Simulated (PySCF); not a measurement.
From one molecule to another.

First species: C6H15NP2.
SMILES: `CC(C)C/P=P\N(C)C`

Second species: 1-chloropentafluorobenzene, C6ClF5.
Atom-mapped SMILES: `[F:1][c:2]1[c:3]([F:4])[c:5]([F:6])[c:7]([Cl:8])[c:9]([F:10])[c:11]1[F:12]`

Levels: PBE0/pcSseg-1 for dipole moment, HOMO energy, LUMO energy and HOMO–LUMO gap; GFN2-xTB for rotational constant A and rotational constant C. Geometries: GFN2-xTB. Each structure is a single optimised conformer of the isolated species, non-relativistic unless stated; the electronic structure was computed with PySCF and density fitting.

The conformers computed, where there is a choice (atom-mapped SMILES and torsion angles):
- `[CH3:1][CH:2]([CH3:3])[CH2:4]/[P:5]=[P:6]\[N:7]([CH3:8])[CH3:9]`: C1–C2–C4–P5 65°, C2–C4–P5–P6 -144°, P5–P6–N7–C8 149°

```csv
property,column X,column Y
dipole moment,3.08 D,0.30 D
HOMO energy,-5.98 eV,-7.96 eV
LUMO energy,-2.12 eV,-1.39 eV
HOMO–LUMO gap,3.86 eV,6.57 eV
rotational constant A,1.720 GHz,1.028 GHz
rotational constant C,0.570 GHz,0.433 GHz
```

Question: Which column belongs to which species?

Answer: Column X is the first species and column Y the second. The first has 24 atoms and 88 electrons, the second 12 and 98.

Question: How does each property change from the first species to the second?

Answer: dipole moment -2.78 D; HOMO energy -1.98 eV; LUMO energy +0.73 eV; HOMO–LUMO gap +2.71 eV; rotational constant A -0.692 GHz; rotational constant C -0.137 GHz.

On the first: The dipole equals about 10.3 × 10⁻³⁰ C·m (1 D = 3.33564 × 10⁻³⁰ C·m).

On the second: A dipole of 0.30 D is allowed in C2v, and pure rotational transitions are dipole-allowed. The dipole equals about 1.0 × 10⁻³⁰ C·m (1 D = 3.33564 × 10⁻³⁰ C·m).
